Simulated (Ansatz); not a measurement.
All numbers were calculated with Ansatz.

BF2HOZn, SMILES `[OH][Zn][B](F)F`. Total charge 0; spin multiplicity 1. Geometry: relaxed with PBE0-D4/def2-TZVP. It is one conformer, not always the lowest.

```xyz
6

O     0.462   -2.178   -0.803
Zn    0.135   -0.527   -0.234
B    -0.178    1.425    0.309
F    -0.798    1.750    1.430
F     0.223    2.441   -0.435
H     0.157   -2.911   -0.267
```

What is the dipole moment at PBE/def2-TZVPP? (An estimate is asked.)

The calculation gave: 1.24 D, with components (-0.55, -0.53, 0.97) D in this frame, pointing from negative to positive charge.

And with r2SCAN, B3LYP, ωB97M-V? (Estimate.)

The calculation gave: r2SCAN 1.28 D, B3LYP 1.31 D, ωB97M-V 1.33 D.

Give the Mulliken charges with PBE, B3LYP, r2SCAN in def2-TZVPP. (An estimate is asked.)

The calculation gave: 
| atom | PBE | B3LYP | r2SCAN |
| --- | --- | --- | --- |
| O1 | -0.43 | -0.49 | -0.51 |
| Zn2 | 0.06 | 0.16 | 0.21 |
| B3 | 0.59 | 0.62 | 0.60 |
| F4 | -0.20 | -0.24 | -0.25 |
| F5 | -0.19 | -0.23 | -0.25 |
| H6 | 0.18 | 0.18 | 0.19 |

B3LYP here is the variant with VWN-RPA as its local correlation; programs differ in this.
